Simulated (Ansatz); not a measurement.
Zn₆O₆⁺, a cluster cut from wurtzite ZnO (bare), relaxed as a doublet with UKS PBE-D4/def2-SVP in Ansatz, starting from the PBE-D4/def2-SVP geometry of the neutral singlet. Force threshold 0.03 eV/Å.

An occupied level of the relaxed charge 1 doublet lies above an empty one (by up to 0.05 eV), so this SCF solution is probably not the lowest. The gap within one spin of the relaxed charge 1 doublet nearly closes, so an electron or hole may be smeared out by delocalisation error. The relaxation made no stability test and no search for a lower SCF solution.

Start:

```xyz
12

Zn   -1.657    0.566   -0.947
O    -1.661   -1.344   -0.894
O     0.017    0.740   -2.194
Zn    0.272   -1.075   -1.654
Zn   -0.689   -1.730    0.705
O     1.167   -1.987   -0.233
O    -1.167    1.987    0.233
Zn    0.689    1.730   -0.705
Zn   -0.273    1.075    1.654
O    -0.017   -0.740    2.194
O     1.661    1.344    0.894
Zn    1.657   -0.566    0.948
```

```csv
step,energy (eV),largest force component (eV/Å),SCF passes
1,-302692.1931,0.572,83
2,-302692.3528,0.215,37
3,-302692.3852,0.067,31
4,-302692.3870,0.028,34
5,-302692.3875,0.007,34
6,-302692.3877,0.027,42
7,-302692.3878,0.012,31
8,-302692.3879,0.008,30
9,-302692.3882,0.018,40
10,-302692.3883,0.040,40
11,-302692.3886,0.025,31
```

Force components are those of the run's own axes.

End:

```xyz
12

Zn   -1.686    0.585   -1.015
O    -1.601   -1.335   -0.874
O    -0.012    0.747   -2.186
Zn    0.275   -1.085   -1.730
Zn   -0.718   -1.766    0.756
O     1.111   -1.932   -0.235
O    -1.111    1.932    0.235
Zn    0.718    1.766   -0.756
Zn   -0.275    1.085    1.730
O     0.012   -0.747    2.186
O     1.601    1.335    0.874
Zn    1.686   -0.585    1.015
```

By distances, no bond broke or formed. The bond that changes most is Zn1–O3, from 2.09 to 2.05 Å (atoms count from 1).

The force fell under the threshold at step 4, but the optimiser went on. No frequencies were taken in this run, so the end may be a saddle point.

Run time 33 s (2 threads of AMD EPYC 7R13 on a shared host and a share (18 GiB) of an NVIDIA H100 80GB HBM3), peak host memory 0.97 GiB.
